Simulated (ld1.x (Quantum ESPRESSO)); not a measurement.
## An all-electron radial function and its pseudo partner (mercury (Hg))

Columns: radius, all-electron u(r) and pseudo u(r) of the 5d shell (level -9.92 eV) of mercury in the configuration [Kr] 4d10 4f14 5s2 5p6 5d10 6s2 6p0; PW91, scalar-relativistic, RRKJ scheme, ld1.x (Quantum ESPRESSO) 7.5.

```tsv
r (bohr)	all-electron	pseudo
0.103	0.2965	0.0027
0.205	-0.0780	0.0209
0.308	-0.4180	0.0668
0.410	-0.3695	0.1453
0.513	-0.1036	0.2560
0.615	0.2037	0.3882
0.718	0.4726	0.5305
0.820	0.6703	0.6648
0.923	0.8008	0.7791
1.025	0.8724	0.8611
1.128	0.9003	0.9076
1.230	0.8966	0.9185
1.332	0.8718	0.8999
1.435	0.8334	0.8596
1.538	0.7870	0.8066
1.640	0.7372	0.7490
1.743	0.6856	0.6911
1.845	0.6352	0.6369
1.948	0.5859	0.5861
2.050	0.5394	0.5394
2.153	0.4952	0.4952
2.255	0.4543	0.4543
2.358	0.4159	0.4159
2.460	0.3807	0.3807
2.562	0.3483	0.3483
2.665	0.3181	0.3181
```

(1) How many radial nodes do the two functions have?

(2) At about which radius was the pseudo-wave matched?

(3) Is the pseudo-wave norm-conserving?

Answers

(1) The all-electron 5d function has n − l − 1 = 2; the pseudo-wave has 0, since the states of the same l below it are removed with the core.

(2) 2.05 bohr, where the columns begin to agree (steps of 0.10 bohr).

(3) Yes: the RRKJ scheme keeps the norm inside the radius equal to the all-electron one, which fixes the energy derivative of the logarithmic derivative at the level.
